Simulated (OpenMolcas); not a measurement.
# How basis sets differ on CH3AlF2O (SMILES C[O][Al]([F])[F])

The species is CH3AlF2O (8 atoms), meant as a singlet with charge 0. As SMILES, `C[O][Al]([F])[F]`. Geometry: relaxed at PBE0-D4/def2-TZVP.

Each level gives the dipole moment (D). The values are calculated.

| level | kind | program | value (D) | CPU time |
| --- | --- | --- | --- | --- |
| HF/ANO-R0 (sfX2C) | Hartree–Fock | OpenMolcas | 0.60 | 5.1 s |
| HF/ANO-S-MB | Hartree–Fock | OpenMolcas | 1.52 | 3.3 s |
| HF/STO-3G | Hartree–Fock | OpenMolcas | 0.88 | 2.3 s |
| HF/3-21G | Hartree–Fock | OpenMolcas | 2.53 | 3 s |
| HF/6-31G* (spherical functions) | Hartree–Fock | OpenMolcas | 2.25 | 7.9 s |

The values span 0.60 to 2.53 D. Magnitudes only. Sets without polarisation functions give poor dipoles. CPU times are rough (shared hosts, several kinds of processor and program).
